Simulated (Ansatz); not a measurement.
Correlation energies of C₂H₉BOSi by basis set

```xyz
14

B     0.033   -1.350    0.246
C     0.248   -0.266   -0.760
C    -0.823    0.624   -1.292
O     1.464   -0.010   -1.237
Si    0.232    0.101    1.727
H    -1.114   -1.652    0.459
H     0.944   -2.087    0.511
H    -1.764    0.470   -0.770
H    -0.972    0.388   -2.352
H    -0.545    1.683   -1.222
H     1.472    0.816   -1.738
H     0.077   -0.658    2.996
H    -0.811    1.166    1.701
H     1.560    0.775    1.730
```

The species carries charge 0 and has multiplicity 1. The bonds changed during the relaxation, so this is another structure than the one it started from. The structure was optimised at the PBE0-D4/def2-TZVP level. It is one conformer, not always the lowest. Frozen core, restricted reference, the Gaussian-basis code of Ansatz. CBS rows extrapolate triple and quadruple zeta; past MP2 they add the triple-zeta difference.

```tsv
basis	HF (Eh)	MP2 corr.	CCSD corr.	(T)	CCSD(T) total
def2-TZVPP	-469.48257	-0.83663	-0.89040	-0.03685	-470.40982
def2-QZVPP	-469.50016	-0.89347	–	–	–
CBS(def2)	-469.50259	-0.93557	-0.98934	as TZ	-470.52878
```
